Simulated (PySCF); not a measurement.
## Excitation energy of Os⁺ by level of theory

Os⁺ [Xe] 4f14 5d6 6s1 (6D) → Os⁺ [Xe] 4f14 5d5 6s1 6p1 (8P), as a difference of total energies. All numbers are calculated (PySCF 2.14, scalar relativity through the core potential, in aug-cc-pVTZ-PP with ECP60MDF). Correlated levels: valence: 5s2 5p6 frozen. The calculations carry no spin-orbit coupling.

| method | excitation energy (eV) |
| --- | --- |
| UHF | 3.305 |
| LDA | 5.289 |
| PBE | 5.246 |
| PBE0 | 5.007 |
| r2SCAN | 4.742 |
| B97-3 | 5.373 |
| PBEsol | 5.179 |
| CAM-B3LYP | 5.253 |
| B2PLYP | 5.165 |
| MP2 (valence) | 4.533 |
| SCS-MP2 (valence) | 4.981 |

Problem. How much does correlation contribute at MP2 (valence)?

Solution. 4.533 − (3.305) = 1.228 eV, measured against UHF.
